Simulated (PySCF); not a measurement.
**N²⁺: excitation energy**

N²⁺ [He] 2s2 2p1 (2P) → N²⁺ [He] 2s1 2p2 (4P), as a difference of total energies. Computed with PySCF 2.14 in aug-cc-pVTZ with one added diffuse shell each of s, p, d, f type (6s5p4d3f, 62 functions), with the non-relativistic Hamiltonian (point nucleus). Correlated levels: valence: 1s2 frozen. The calculations carry no spin-orbit coupling.

| method | excitation energy (eV) |
| --- | --- |
| UHF | 5.173 |
| LDA | 6.551 |
| PBE | 6.634 |
| PBE0 | 6.508 |
| r2SCAN | 5.843 |
| B97-3 | 6.897 |
| MN15 | 6.754 |
| BP86 | 6.804 |
| r2SCANh | 5.894 |
| MP2 (valence) | 6.379 |
| SCS-MP2 (valence) | 6.825 |

Task: How much does correlation contribute at MP2 (valence)?

Result: 6.379 − (5.173) = 1.206 eV, measured against UHF.
